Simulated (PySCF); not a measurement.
## Deuteron quadrupole couplings in `CCn1c([SiH3])nnc1Cl`

Compound: C4H8ClN3Si.
Numbering: `[CH3:1][CH2:2][n:3]1[c:4]([SiH3:5])[n:6][n:7][c:8]1[Cl:9]` (hydrogens: H10, H11, H12 on C1; H13, H14 on C2; H15, H16, H17 on Si5)

Geometry (GFN2-xTB, Å), atoms numbered from 1 in this order:
```xyz
17
C4H8ClN3Si angstrom
C     -1.899   -0.694   -0.405
C     -0.915   -0.486    0.743
N     -0.013    0.599    0.463
C      1.209    0.563   -0.152
Si     2.146   -0.957   -0.727
N      1.670    1.783   -0.264
N      0.784    2.640    0.256
C     -0.220    1.930    0.684
Cl    -1.614    2.520    1.438
H     -2.563   -1.522   -0.174
H     -2.497    0.202   -0.554
H     -1.366   -0.916   -1.326
H     -0.316   -1.387    0.901
H     -1.457   -0.248    1.662
H      2.383   -1.797    0.453
H      3.379   -0.518   -1.354
H      1.282   -1.699   -1.654
```

Level: PBE0/pcSseg-1 (PySCF, non-relativistic); Q(2H) = 0.00286 b; rigid geometry, the same for H and D, with no vibrational averaging.

Problem. Rank these positions by the coupling χzz of a deuteron there, largest first.
A. H13 (methylene hydrogen)
B. H17 (Si–H hydrogen)
C. H12 (methyl hydrogen)
D. H16 (Si–H hydrogen)

Solution. C (209 kHz), A (197 kHz), D (114 kHz), B (106 kHz).

Problem. Give the electric field gradient Vzz (the principal value of largest size), its asymmetry and the 2H coupling at each hydrogen.

Solution. 
```csv
atom,bonded to,bond length (Å),Vzz (au),η,χzz (kHz)
H10,C1,1.086,0.3165,0.03,213
H11,C1,1.087,0.3106,0.03,209
H12,C1,1.087,0.3115,0.03,209
H13,C2,1.093,0.2927,0.08,197
H14,C2,1.094,0.2886,0.07,194
H15,Si5,1.468,0.1583,0.03,106
H16,Si5,1.452,0.1693,0.00,114
H17,Si5,1.468,0.1583,0.03,106
```

Problem. Average by the element that carries the hydrogen.

Solution. on C: 204 kHz over 5 positions, mean bond length 1.089 Å; on Si: 109 kHz over 3 positions, mean bond length 1.463 Å.

Geometry: GFN2-xTB, one conformer, isolated molecule. GFN2-xTB bond lengths can be off by several hundredths of an ångström, more for odd bonds, and the gradients follow them. With so small a basis the couplings can be 20 % off.

These values come from a run that also computed NMR shieldings. Cost: about 1.7 min of CPU time on one thread; the machine was shared, so the figure is rough.
